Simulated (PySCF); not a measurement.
B3LYP has the VWN-RPA correlation part, as in Gaussian. 

**[Mo(OH)2(CH3)4] (charge 0, multiplicity 1)**

These are B3LYP-D3(BJ)/def2-TZVP // BP86-D3(BJ)/def2-SVP (PySCF) values and carry that method's errors.

The HOMO is -7.14 eV and the dipole moment comes out as 0.90 D. The HOMO–LUMO gap comes out as 4.70 eV and the LUMO is -2.44 eV. The charge on the central atom (Mulliken) is 1.34 e and the total energy is -379.7032 Ha. The cost is roughly 7 core-minutes.

```xyz
21

Mo    -0.3201     0.1945    -0.0858
O     -1.7967     0.2217    -1.2564
H     -2.0837    -0.5019    -1.8478
O     -1.1705     0.2107     1.6079
H     -0.8718    -0.2696     2.4043
C     -0.0191     2.2995    -0.1237
H      0.3398     2.7480    -1.0674
H      0.6328     2.6098     0.7180
H     -1.0642     2.6260     0.0855
C      0.0429    -1.5400    -1.4013
H     -0.7459    -2.2589    -1.0752
H      1.0232    -2.0423    -1.3330
H     -0.1361    -1.2547    -2.4606
C      1.7161     0.5088    -0.8781
H      1.5318     0.9329    -1.8912
H      2.3327    -0.4020    -0.9890
H      2.2897     1.2627    -0.3004
C      0.9213    -1.1768     1.0957
H      1.7651    -1.6769     0.5910
H      0.2727    -1.9484     1.5659
H      1.3343    -0.5083     1.8877
```
